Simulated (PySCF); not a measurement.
C8H11NSe.
Cartesian coordinates in Å at the PBE0-D3(BJ)/def2-SVP level; atoms count from 1:
```
atom  x, y, z in Å
C1    -2.393   -0.267    1.476
C2    -1.938   -0.209    0.018
C3    -2.418    1.071   -0.667
C4    -0.454   -0.391   -0.114
C5     0.211   -1.405   -0.754
C6     1.630   -1.322   -0.721
C7     2.141   -0.237   -0.052
C8     3.551    0.080    0.127
N9     4.094    1.060    0.731
Se10   0.758    0.826    0.630
H11   -1.969    0.570    2.055
H12   -2.072   -1.203    1.957
H13   -3.489   -0.199    1.544
H14   -2.385   -1.067   -0.513
H15   -3.516    1.147   -0.623
H16   -2.001    1.964   -0.173
H17   -2.110    1.099   -1.723
H18   -0.326   -2.215   -1.252
H19    2.282   -2.062   -1.191
H20    4.226   -0.657   -0.344
H21    3.381    1.682    1.131
```

Method: PySCF, TDDFT CAM-B3LYP/def2-SVPD, vertical, gas phase, core orbitals frozen in the response. The CAM-B3LYP/def2-SVPD calculation is non-relativistic and has no spin–orbit coupling, an omission that weighs most on selenium.

Kohn–Sham orbitals with the atoms that hold most of them (Löwdin shares over 4%, at most four atoms; ? is withheld):

| orbital | ε (eV) | atoms |
| --- | --- | --- |
| HOMO-3 | -10.62 | Se10 37%, C4 11%, C2 11%, H14 8% |
| HOMO-2 | -9.16 | N9 61%, C8 15%, H21 8%, C7 6% |
| HOMO-1 | -8.40 | ? |
| HOMO | ? | C7 22%, C4 20%, C5 14%, N9 13% |
| LUMO | -0.68 | ? |
| LUMO+1 | 0.83 | Se10 50%, C7 9%, C4 8%, H21 6% |
| LUMO+2 | 0.90 | Se10 41%, C1 5%, C3 5%, H21 5% |

(1) Give the leading atoms of the HOMO-1.

(2) Which atoms hold the LUMO, and with what shares?

(3) What is the HOMO energy, and the HOMO–LUMO gap?

Results:

(1) Se10 (bonded to 2 C) 52%; C6 (bonded to 2 C and H) 14%; C5 (bonded to 2 C and H) 12%; C7 (bonded to 2 C and Se) 9%. By element: selenium 52%, carbon 35% or more.

(2) C4 (bonded to 2 C and Se) 15%; N9 (bonded to C and H) 15%; C6 (bonded to 2 C and H) 15%; Se10 (bonded to 2 C) 13%. By element: carbon 30% or more, nitrogen 15%, selenium 13%.

(3) ε(HOMO) = -7.95 eV; the gap is 7.27 eV (0.2672 hartree).

Q: The HOMO–LUMO gap is 7.27 eV. Where does the response calculation put the lowest singlet, and from which orbitals?

A: S1 is at 4.56 eV (f = 0.243), 2.71 eV below the gap, made of HOMO→LUMO (83%), HOMO-1→LUMO (13%). 

Q: One configuration dominates each of S1, S2 and S3. Which, and how do the shares of the two leading atoms of either orbital change from the occupied to the empty one?

A: 
- S1 (4.56 eV, f 0.243), HOMO→LUMO (83%): C7 22% → at most 14%, C4 20% → 15%, N9 13% → 15%
- S2 (4.80 eV, f 0.0034), HOMO-2→LUMO (87%): N9 61% → 15%, C8 15% → at most 14%, C4 at most 7% → 15%
- S3 (4.87 eV, f 0.109), HOMO-1→LUMO (82%): Se10 52% → 13%, C6 14% → 15%, C4 at most 9% → 15%, N9 at most 9% → 15%

Löwdin shares depend on the basis, the more so with diffuse functions.

Hardware: one thread, Arm Neoverse V1, no GPU, shared host. Cost: 11 min of wall time.

One conformer stands for the species.
